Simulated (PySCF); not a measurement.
**Deuteron quadrupole couplings in `CCCP1C=C1C`**

Compound: C₆H₁₁P.
Z-matrix (Å and degrees, GFN2-xTB geometry), rows numbered from 1:
```
C 
C   1  1.5222
C   2  1.5261  1  111.74
P   3  1.8886  2  112.04  1    64.20
C   4  1.8355  3  100.81  2  -152.97
C   5  1.3097  4   69.45  3    94.69
C   6  1.4683  4  144.06  5  -179.13
H   1  1.0897  2  109.92  3   -59.48
H   1  1.0887  2  110.49  3    60.38
H   1  1.0876  2  110.78  3  -179.37
H   2  1.0927  1  109.25  3   120.79
H   2  1.0938  1  109.65  3  -121.34
H   3  1.0938  2  110.77  1   -58.12
H   3  1.0950  2  109.35  1  -177.07
H   5  1.0670  4  145.36  6   177.87
H   7  1.0898  6  109.85  4    61.35
H   7  1.0898  6  110.10  4   -57.08
H   7  1.0897  6  110.70  4  -178.03
```

Level: PBE0/pcSseg-1 (PySCF, non-relativistic); Q(2H) = 0.00286 b; rigid geometry, the same for H and D, with no vibrational averaging.

Question: Rank these positions by the coupling χzz of a deuteron there, largest first.
A. H15 (vinylic hydrogen)
B. H9 (methyl hydrogen)
C. H13 (methylene hydrogen)

Answer: A (244 kHz), B (211 kHz), C (204 kHz).

Question: What are Vzz, η and χzz (234.96 MHz × Q × Vzz) at all hydrogens?

Answer: 
```
atom  bonded to  bond length (Å)  Vzz (au)     η  χzz (kHz)
  H8         C1            1.090    0.3089  0.02        208
  H9         C1            1.089    0.3146  0.02        211
 H10         C1            1.088    0.3169  0.01        213
 H11         C2            1.093    0.3021  0.02        203
 H12         C2            1.094    0.3024  0.02        203
 H13         C3            1.094    0.3037  0.02        204
 H14         C3            1.095    0.3044  0.01        205
 H15         C5            1.067    0.3624  0.00        244
 H16         C7            1.090    0.3096  0.02        208
 H17         C7            1.090    0.3094  0.03        208
 H18         C7            1.090    0.3096  0.02        208
```

Question: How does χzz go with the bond length over the 11 C–H bonds?

Answer: A straight-line fit has a slope of -14.8 kHz for each 0.01 Å, with a correlation coefficient of -0.99, over lengths from 1.067 to 1.095 Å. The longer bonds have the smaller couplings here.

Question: Give the 2H NMR doublet splittings at H11 for a magnetic field along the z, y and x axes of the gradient: 3χ/2, 3χ(1 + η)/4, 3χ(1 − η)/4.

Answer: With |χ| = 203.0 kHz and η = 0.018: 305, 155 and 150 kHz, to first order and without motion.

Isolated species at its GFN2-xTB geometry (one conformer only). GFN2-xTB bond lengths can be off by several hundredths of an ångström, more for odd bonds, and the gradients follow them. A larger basis could move these couplings by a tenth or more.

These values come from a run that also computed NMR shieldings. Rough CPU time on one thread of a shared machine: about 70 s.
